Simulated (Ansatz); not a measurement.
Relaxation of C2H9FSSi2 (15 atoms, charge 0, multiplicity 1), to a largest force component of 0.02 eV/Å in at most 50 steps.

Computed with Ansatz, RKS PBE-D4/STO-3G.

```xyz
15
Properties=species:S:1:pos:R:3
C -0.009 -1.864 0.709
Si 0.690 -0.221 0.149
C 1.329 -0.308 -1.578
F 0.424 -0.613 -2.424
Si -0.915 1.419 0.142
S -1.655 1.775 2.147
H -0.425 -1.746 1.720
H -0.840 -2.104 0.033
H 0.691 -2.605 0.729
H 1.798 0.145 1.111
H 2.117 -1.085 -1.641
H 1.815 0.645 -1.880
H -0.400 2.737 -0.344
H -1.310 0.712 2.956
H -2.537 2.701 1.830
```

**Question.** Where does it end, and by what steps?

**Answer.** It converged. Limits of this set-up: minimal basis. After 17 steps the energy has fallen by 4.631 eV; H14 moved furthest, 0.70 Å.

| step | energy less start (eV) | largest force component (eV/Å) | accepted |
| --- | --- | --- | --- |
| 0 | 0.0000 | 6.685 | yes |
| 1 | -2.5420 | 3.536 | yes |
| 2 | -3.5949 | 1.949 | yes |
| 3 | -4.1922 | 2.346 | yes |
| 4 | -4.5364 | 0.512 | yes |
| 5 | -4.5803 | 0.314 | yes |
| 6 | -4.6101 | 0.178 | yes |
| 7 | -4.6150 | 0.204 | yes |
| 8 | -4.6242 | 0.069 | yes |
| 9 | -4.6267 | 0.095 | yes |
| 10 | -4.6281 | 0.060 | yes |
| 11 | -4.6296 | 0.043 | yes |
| 12 | -4.6287 | 0.150 | no |
| 13 | -4.6302 | 0.035 | yes |
| 14 | -4.6304 | 0.053 | yes |
| 15 | -4.6306 | 0.034 | yes |
| 16 | -4.6308 | 0.020 | yes |
| 17 | -4.6308 | 0.016 | yes |

```xyz
15
Properties=species:S:1:pos:R:3
C -0.043 -1.674 0.765
Si 0.527 -0.002 0.069
C 1.381 -0.392 -1.623
F 0.494 -0.743 -2.675
Si -1.203 1.531 -0.164
S -1.218 1.724 2.237
H -0.458 -1.584 1.784
H -0.828 -2.125 0.134
H 0.788 -2.397 0.820
H 1.654 0.384 0.926
H 2.125 -1.224 -1.471
H 1.993 0.501 -1.932
H -0.199 2.650 -0.141
H -1.838 0.531 2.527
H -2.403 2.410 2.403
```

Time of the run: 75 s on 1 thread of Arm Neoverse V2 (shared host), peak memory 0.16 GiB.
